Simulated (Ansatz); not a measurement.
The cluster As4P. The state is a doublet with charge 0. Geometry B3LYP-D4/def2-SVP; atoms count from 1.

```xyz
5

P     0.3094    1.2976   -1.2980
As   -1.1165   -0.5956   -1.0155
As   -0.7148   -0.4346    1.4403
As    0.7757   -1.7807    0.0321
As    0.7462    1.5132    0.8412
```

Another isomer (doublet) lies 0.72 eV lower at PBE0-D4/def2-TZVP; other spin states weren't run for this one.

(1) Estimate the Mulliken populations from the PBE0/def2-TZVP orbitals of Ansatz.

(2) Where does the spin sit?

(3) And the Mayer bond orders between heavy atoms (over 0.3)?

## Answers

(1) 
```csv
atom,charge (e),spin (α − β)
P1,-0.09,0.17
As2,0.03,-0.06
As3,-0.03,-0.06
As4,0.03,0.91
As5,0.06,0.04
```
Mulliken values depend strongly on the basis.

(2) Summed by element: P 0.17, As 0.83, of 1 unpaired in all. Largest on single atoms: As4 0.91, P1 0.17, As2 -0.06.

(3) P1–As2 1.03 (2.39 Å); P1–As5 1.77 (2.19 Å); As2–As3 0.99 (2.49 Å); As2–As4 0.99 (2.47 Å); As3–As4 1.02 (2.45 Å); As3–As5 0.99 (2.51 Å).
